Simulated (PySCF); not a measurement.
F5Si, SMILES F[Si-](F)(F)(F)F, charge -1. Geometry optimised at PBE-D3(BJ)/def2-SVPD.

Level of theory: PySCF 2.14.0 with PBE-D3(BJ)/def2-SVPD.

Harmonic wavenumbers (cm⁻¹): 126, 126, 373, 373, 406, 406, 433, 507, 641, 796, 830, 830. Rotational constants (GHz): 3.156, 2.645, 2.645; symmetry number 6.

Question: Work out the zero-point energy and the ideal-gas rigid-rotor harmonic-oscillator thermochemistry at 298.15 K and 1 atm.

Answer: ZPE = ½ Σ hcν = ½ × 5847 cm⁻¹ = 8.36 kcal/mol. H − E(el) = 12.93 kcal/mol. Entropy in cal/(mol K): translation 40.34, rotation 23.52, vibration 12.48, total 76.33. G − E(el) = -9.83 kcal/mol. Cp = 23.21 cal/(mol K). Modes under 150 cm⁻¹ make the vibrational entropy uncertain.
